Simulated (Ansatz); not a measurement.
**Which isomer of AlFH2OSi gives these data?**

These gas-phase data were calculated for one isomer of AlFH2OSi at PBE0-D3(BJ)/pcseg-1 (harmonic, unscaled wavenumbers; equilibrium rotational constants with average atomic masses):

- rotational constants: 18.68, 1.879, 1.734 GHz
- all wavenumbers above 1500 cm⁻¹: 2035, 1979

Candidates:

(1) `F[Si][O][AlH2]`, a singlet
(2) `F[SiH2][O][Al]`, a singlet
(3) `[F][AlH][O][SiH]`, a singlet

Question: Which structure fits?

Answer: Candidate (3). The band at 2035 cm⁻¹ lies where the Si–H stretch is expected; (1) has no mode between 2000 and 2380 cm⁻¹. The band at 2035 cm⁻¹ lies where the Al–H stretch is expected; (2) has no mode between 1700 and 2050 cm⁻¹.

The same quantities for all candidates:

```tsv
	rotational constants (GHz)	wavenumbers above 1500 cm⁻¹	E above the lowest, PBE0-D3(BJ)/pcseg-1 (kcal/mol)
(1)	13.53, 2.236, 1.979	1983, 1969	22.3
(2)	15.74, 2.105, 1.9	2296, 2293	0.0
(3)	18.68, 1.879, 1.734	2035, 1979	26.0
```

Harmonic stretches to hydrogen usually lie a few per cent above observed fundamentals. Each candidate is one conformer. Programs: Ansatz 0.2.0.
